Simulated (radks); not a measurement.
Values are calculated unless marked as measured or tabulated.
Polarisability of the carbon ion C4+, [He], at imaginary frequency. Code: a radial shooting solver on a logarithmic mesh with Libxc functionals. Model: scalar-relativistic Kohn-Sham, exchange-only LDA, spin-unpolarised, spherical densities, finite nucleus; Fermi nuclear charge, rms radius 2.4702 fm. Response by self-consistent Sternheimer equations with the Hartree and adiabatic exchange-only LDA kernel, the relativistic mass of each level held fixed and spin-orbit coupling left out.

w (hartree),alpha1(iw) (bohr^3),alpha2(iw) (bohr^5)
0.00266,0.009477,0.001161
0.0143,0.009477,0.001161
0.0360,0.009477,0.001161
0.0697,0.009477,0.001161
0.118,0.009477,0.001161
0.186,0.009475,0.001161
0.280,0.009472,0.001160
0.413,0.009467,0.001160
0.605,0.009454,0.001159
0.892,0.009428,0.001157
1.35,0.009365,0.001152
2.12,0.009204,0.001140
3.59,0.008737,0.001103
6.94,0.007236,0.0009735
17.5,0.003375,0.0005452

Static values: alpha1 = 0.009477 bohr^3 (0.001404 angstrom^3; uncoupled 0.009838), alpha2 = 0.001161 bohr^5, alpha3 = 0.0003608 bohr^7. C6 = 0.0008697, C8 = 0.0005989, triple-dipole C9 = 6.067e-06 atomic units. One-pole (London) frequency 4 C6 / (3 alpha1^2) = 12.910 hartree, against 12.947 for minus the highest occupied eigenvalue.
